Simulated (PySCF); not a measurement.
C3H4INO.
Cartesian coordinates in Å at the PBE0-D3(BJ)/def2-SVP level; atoms count from 1:
```
atom  x, y, z in Å
N1    -1.8443   -0.3136   -0.0670
C2    -0.6958    0.3894    0.1374
O3    -0.6948    1.5355    0.5364
C4     0.5409   -0.3809   -0.1760
C5     1.8023    0.0360   -0.0302
I6     2.4746    1.8714    0.6747
H7    -1.8509   -1.2749   -0.3721
H8    -2.7220    0.1432    0.1412
H9     0.4161   -1.3966   -0.5694
H10    2.6323   -0.6224   -0.2963
```

The calculation used PySCF, PBE0-D3(BJ)/def2-SVP geometry optimisation, gas phase, def2 core potentials past Kr.

Masses are those of the commonest isotopes; rigid-rotor values at the optimised geometry. The values belong to one conformer with, in the numbering `[NH2:1][C:2](=[O:3])/[CH:4]=[CH:5]\[I:6]`, H–N1–C2–O3 -178° and -1°, N1–C2–C4–C5 -178°.

**Question.** What are A, B and C (cm⁻¹)?

**Answer.** Ia = 74.63, Ib = 563.55, Ic = 638.05 u·Å²; 505379 MHz·u·Å²/I gives 6772, 896.8 and 792.1 MHz, that is A = 0.22588, B = 0.02991, C = 0.02642 cm⁻¹.

**Question.** What kind of rotor is it?

**Answer.** A near-prolate asymmetric top. Ray's parameter κ = (2B − A − C)/(A − C) = -0.965; −1 is the prolate and +1 the oblate limit.

**Question.** Is it planar, by Δ = Ic − Ia − Ib?

**Answer.** Not planar: Δ = Ic − Ia − Ib = -0.13 u·Å². For a rigid frame Δ = −2 Σ m c², so Σ m c² = 0.07 u·Å² lies off the ab plane: 0.01 from hydrogen and 0.05 from heavier atoms. The atom farthest from that plane is 0.09 Å away.

**Question.** Give the other two planar moments, Paa and Pbb, and the rms extents of the mass along the axes.

**Answer.** Paa = Σ m a² = (Ib + Ic − Ia)/2 = 563.48 and Pbb = Σ m b² = (Ia + Ic − Ib)/2 = 74.57 u·Å². With the mass M = 196.93 u, the rms extents √(P/M) along a, b and c are 1.69, 0.62, 0.02 Å.

**Question.** Which types of transition are allowed, and where do some lines up to J = 5 fall?

**Answer.** The dipole components are |μa| = 3.02 D, |μb| = 2.90 D, |μc| = 0.17 D. The squared components, which scale the intensities, stand as 1.00 : 0.92 : 0.00 (a : b : c). Some lines, for components of 0.1 D or more:

| type | branch | J(Ka,Kc) | MHz | lower level (cm⁻¹) |
| --- | --- | --- | --- | --- |
| a | Q | 4(1,3) ← 4(1,4) | 1047 | 0.743 |
| b | R | 5(0,5) ← 4(1,4) | 2996 | 0.743 |
| a | R | 2(1,2) ← 1(1,1) | 3273 | 0.252 |
| c | Q | 4(1,4) ← 4(0,4) | 5421 | 0.563 |
| c | Q | 3(1,3) ← 3(0,3) | 5619 | 0.338 |
| c | Q | 2(1,2) ← 2(0,2) | 5771 | 0.169 |
| a | R | 4(2,3) ← 3(2,2) | 6754 | 1.129 |
| b | R | 1(1,1) ← 0(0,0) | 7564 | 0.000 |
| a | R | 5(4,1) ← 4(4,0) | 8447 | 3.727 |
| c | R | 3(1,2) ← 2(0,2) | 11308 | 0.169 |
| c | Q | 2(2,1) ← 2(1,1) | 17624 | 0.372 |
| b | R | 5(2,4) ← 4(1,3) | 25702 | 0.778 |
| b | Q | 5(3,3) ← 5(2,4) | 29648 | 1.636 |
| b | R | 4(3,2) ← 3(2,1) | 36388 | 1.129 |
| b | R | 4(3,1) ← 3(2,2) | 36395 | 1.129 |
| b | R | 5(3,2) ← 4(2,3) | 38090 | 1.354 |
| c | Q | 4(4,1) ← 4(3,1) | 41488 | 2.343 |
| b | Q | 4(4,1) ← 4(3,2) | 41488 | 2.343 |
| c | R | 5(4,1) ← 4(3,1) | 49935 | 2.343 |
| c | R | 5(5,1) ← 4(4,1) | 61789 | 3.727 |

Not checked by PBE0-D3(BJ)/def2-SVP frequencies. No vibrational averaging or centrifugal distortion is included, and the geometry carries the error of its method. Quadrupole hyperfine structure (14N, 127I) is left out.
